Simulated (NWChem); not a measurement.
System: hydrogen telluride (H₂Te); SMILES [TeH2]

NWChem printed, in part:

```
             Northwest Computational Chemistry Package (NWChem) 7.3.0
             --------------------------------------------------------

 C2V symmetry detected

                             Geometry "geometry" -> ""
                             -------------------------

 Output coordinates in angstroms (scale by  1.889725989 to convert to a.u.)

  No.       Tag          Charge          X              Y              Z
 ---- ---------------- ---------- -------------- -------------- --------------
    1 Te                  52.0000     0.00000000     0.00000000     0.04377781
    2 H                    1.0000     0.00000000    -1.13799789    -1.13822304
    3 H                    1.0000    -0.00000000     1.13799789    -1.13822304

 Effective nuclear repulsion energy (a.u.)      33.7740939228

      Symmetry information
      --------------------

 Group name             C2v
 Group number             16
 Group order               4
 No. of unique centers     2

                           NWChem Geometry Optimization
                           ----------------------------

 maximum gradient threshold         (gmax) =   0.000450
 rms gradient threshold             (grms) =   0.000300
 maximum cartesian step threshold   (xmax) =   0.001800
 rms cartesian step threshold       (xrms) =   0.001200
 fixed trust radius                (trust) =   0.300000
 source of zmatrix                         =

          -------------------
          Energy Minimization
          -------------------

 Using diagonal initial Hessian

          --------
          Step   0

                                 NWChem DFT Module
                                 -----------------

 Summary of "ao basis" -> "ao basis" (spherical)
 ------------------------------------------------------------------------------
       Tag                 Description            Shells   Functions and Types
 ---------------- ------------------------------  ------  ---------------------
 Te                         def2-svp                10       26   4s4p2d
 H                          def2-svp                 3        5   2s1p

      Symmetry analysis of basis
      --------------------------

        a1         16
        a2          3
        b1          7
        b2         10

            General Information
            -------------------
          SCF calculation type: DFT
          Wavefunction type:  closed shell.
          No. of atoms     :     3
          No. of electrons :    26
           Alpha electrons :    13
            Beta electrons :    13
          Charge           :     0
          Spin multiplicity:     1
          Use of symmetry is: on ; symmetry adaption is: on
          Maximum number of iterations: 150
          AO basis - number of functions:    36
                     number of shells:    16
          Convergence on energy requested:  1.00D-06
          Convergence on density requested:  1.00D-05
          Convergence on gradient requested:  5.00D-04

              XC Information
              --------------
          PerdewBurkeErnzerhof Exchange Functional  1.000
            Perdew 1991 LDA Correlation Functional  1.000 local
           PerdewBurkeErnz. Correlation Functional  1.000 non-local

             Grid Information
             ----------------
          Grid used for XC integration:  medium
          Radial quadrature: Mura-Knowles
          Angular quadrature: Lebedev.
          Tag              B.-S. Rad. Rad. Pts. Rad. Cut. Ang. Pts.
          ---              ---------- --------- --------- ---------
          Te                  1.40      123           7.0       590
          H                   0.35       45           8.0       434
          Grid pruning is: on
          Number of quadrature shells:   168
          Spatial weights used:  Erf1

      Superposition of Atomic Density Guess
      -------------------------------------

 Sum of atomic energies:        -312.22227642

      Non-variational initial energy
      ------------------------------

[...]

      ----------------------
      Optimization converged
      ----------------------

  Step       Energy      Delta E   Gmax     Grms     Xrms     Xmax
  ---- ---------------- -------- -------- -------- -------- --------
@    4    -269.18479408  7.4D-11  0.00000  0.00000  0.00004  0.00009
                                     ok       ok       ok       ok

                         Geometry "geometry" -> "geometry"
                         ---------------------------------

 Output coordinates in angstroms (scale by  1.889725989 to convert to a.u.)

  No.       Tag          Charge          X              Y              Z
 ---- ---------------- ---------- -------------- -------------- --------------
    1 Te                  52.0000     0.00000000     0.00000000     0.04975810
    2 H                    1.0000     0.00000000    -1.18377708    -1.14121319
    3 H                    1.0000     0.00000000     1.18377708    -1.14121319

 Effective nuclear repulsion energy (a.u.)      32.9975469650

      Symmetry information
      --------------------

 Group name             C2v
 Group number             16
 Group order               4
 No. of unique centers     2

 ==============================================================================
                                internuclear distances
 ------------------------------------------------------------------------------
       center one      |      center two      | atomic units |  angstroms
 ------------------------------------------------------------------------------
    2 H                |   1 Te               |     3.17324  |     1.67921
    3 H                |   1 Te               |     3.17324  |     1.67921
 ------------------------------------------------------------------------------
                         number of included internuclear distances:          2
 ==============================================================================
```

Level: PBE/def2-SVP with def2 effective core potentials on Te. def2 effective core potentials on Te; no spin-orbit coupling.

### Question
Which NWChem input produces such a log?

### Answer
Several could match; the one computed here: the input that was run:
```
start job
memory heap 200 mb stack 900 mb global 1100 mb
geometry units angstroms noautoz
  Te     0.000204     0.018374     0.000551
  H     -1.148561    -1.152890    -0.026436
  H      1.127282    -1.173203    -0.043296
end
basis spherical
  Te library def2-svp
  H library def2-svp
end
ecp
  Te library def2-ecp
end
dft
  xc xpbe96 cpbe96
  iterations 150
end
driver
  maxiter 150
end
task dft optimize
```
